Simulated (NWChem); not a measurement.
System: PbHI, singlet; SMILES [I][PbH]

NWChem input:

```
start job
memory heap 200 mb stack 900 mb global 1100 mb
geometry units angstroms noautoz
  Pb     0.031793    -1.120781     0.000000
  H     -1.822849    -1.242950     0.000000
  I     -0.003948     1.709768     0.000000
end
basis spherical
  * library def2-svp
end
ecp
  I library def2-ecp
  Pb library def2-ecp
end
dft
  xc xpbe96 cpbe96
  iterations 150
  vectors input atomic output neutral.movecs
end
task dft energy
charge 1
dft
  odft
  mult 2
  vectors input atomic output cation.movecs
end
task dft energy
```

Excerpt of the output:

```
             Northwest Computational Chemistry Package (NWChem) 7.3.0
             --------------------------------------------------------

 CS  symmetry detected

                             Geometry "geometry" -> ""
                             -------------------------

 Output coordinates in angstroms (scale by  1.889725989 to convert to a.u.)

  No.       Tag          Charge          X              Y              Z
 ---- ---------------- ---------- -------------- -------------- --------------
    1 Pb                  82.0000     0.01747349    -1.10238947     0.00000000
    2 H                    1.0000    -1.83820929    -1.20757340     0.00000000
    3 I                   53.0000     0.00764874     1.72836812     0.00000000

 Effective nuclear repulsion energy (a.u.)     843.8626665556

      Symmetry information
      --------------------

 Group name             Cs
 Group number              2
 Group order               2
 No. of unique centers     3

 Summary of "ao basis" -> "ao basis" (spherical)
 ------------------------------------------------------------------------------
       Tag                 Description            Shells   Functions and Types
 ---------------- ------------------------------  ------  ---------------------
 Pb                         def2-svp                10       26   4s4p2d
 H                          def2-svp                 3        5   2s1p
 I                          def2-svp                10       26   4s4p2d

      Symmetry analysis of basis
      --------------------------

        a'         40
        a"         17

            General Information
            -------------------
          SCF calculation type: DFT
          Wavefunction type:  closed shell.
          No. of atoms     :     3
          No. of electrons :    48
           Alpha electrons :    24
            Beta electrons :    24
          Charge           :     0
          Spin multiplicity:     1
          Use of symmetry is: on ; symmetry adaption is: on
          Maximum number of iterations: 150
          AO basis - number of functions:    57
                     number of shells:    23
          Convergence on energy requested:  1.00D-06
          Convergence on density requested:  1.00D-05
          Convergence on gradient requested:  5.00D-04

              XC Information
              --------------
          PerdewBurkeErnzerhof Exchange Functional  1.000
            Perdew 1991 LDA Correlation Functional  1.000 local
           PerdewBurkeErnz. Correlation Functional  1.000 non-local

             Grid Information
             ----------------
          Grid used for XC integration:  medium
          Radial quadrature: Mura-Knowles
          Angular quadrature: Lebedev.
          Tag              B.-S. Rad. Rad. Pts. Rad. Cut. Ang. Pts.
          ---              ---------- --------- --------- ---------
          Pb                  1.80      123          10.0       590
          H                   0.35       45          10.0       434
          I                   1.40      123          10.0       590
          Grid pruning is: on
          Number of quadrature shells:   291
          Spatial weights used:  Erf1

      Superposition of Atomic Density Guess
      -------------------------------------

 Sum of atomic energies:        -566.98649216

      Non-variational initial energy
      ------------------------------

 Total energy =    -488.939510
 1-e energy   =   -1079.277531
 2-e energy   =     477.444208
 HOMO         =      -0.244893
 LUMO         =      -0.063025

      Symmetry analysis of molecular orbitals - initial
      -------------------------------------------------

  Numbering of irreducible representations:

     1 a'          2 a"

  Orbital symmetries:

     1 a'          2 a'          3 a'          4 a'          5 a"
     6 a'          7 a'          8 a"          9 a'         10 a'
    11 a"         12 a'         13 a"         14 a'         15 a'
    16 a'         17 a"         18 a"         19 a'         20 a'
    21 a'         22 a"         23 a'         24 a'         25 a"
    26 a'         27 a'         28 a'         29 a'         30 a'
    31 a"         32 a'         33 a"         34 a'

   convergence    iter        energy       DeltaE   RMS-Dens  Diis-err
 ---------------- ----- ----------------- --------- --------- ---------
 d= 0,ls=0.0,diis     1   -491.1710186752 -6.04D+02  4.14D-02  2.28D-01
 d= 0,ls=0.0,diis     2   -490.6567077937  5.14D-01  3.10D-02  2.22D+00
 d= 0,ls=0.0,diis     3   -491.2143559568 -5.58D-01  6.68D-03  2.52D-02
 d= 0,ls=0.0,diis     4   -491.2183689584 -4.01D-03  2.74D-03  1.22D-02
 d= 0,ls=0.0,diis     5   -491.2209148210 -2.55D-03  4.63D-04  3.47D-04
  Resetting Diis
 d= 0,ls=0.0,diis     6   -491.2209800724 -6.53D-05  1.75D-04  5.15D-05
 d= 0,ls=0.0,diis     7   -491.2209939701 -1.39D-05  7.99D-05  1.33D-06
 d= 0,ls=0.0,diis     8   -491.2209932106  7.60D-07  5.78D-05  4.36D-06
 d= 0,ls=0.0,diis     9   -491.2209942697 -1.06D-06  1.33D-05  3.08D-07
 d= 0,ls=0.0,diis    10   -491.2209943247 -5.50D-08  3.33D-06  1.69D-08

         Total DFT energy =     -491.220994324724
      One electron energy =    -1080.380280311775
           Coulomb energy =      514.908007071975
    Exchange-Corr. energy =      -38.642533955599
 Nuclear repulsion energy =      112.893812870676

 Numeric. integr. density =       48.000014358818

                  Occupations of the irreducible representations
                  ----------------------------------------------

                     irrep           alpha         beta
                     --------     --------     --------
                     a'               17.0         17.0
                     a"                7.0          7.0

                       DFT Final Molecular Orbital Analysis
                       ------------------------------------

[...]
```

Level: PBE/def2-SVP with def2 effective core potentials on I, Pb, vertical spin-unrestricted ions. Low-valent species are run as closed-shell singlets; no triplet was tried in these runs. The geometry was optimised at PBE0/def2-SVP. Not confirmed as a minimum by frequencies. def2 effective core potentials on I, Pb; no spin-orbit coupling.
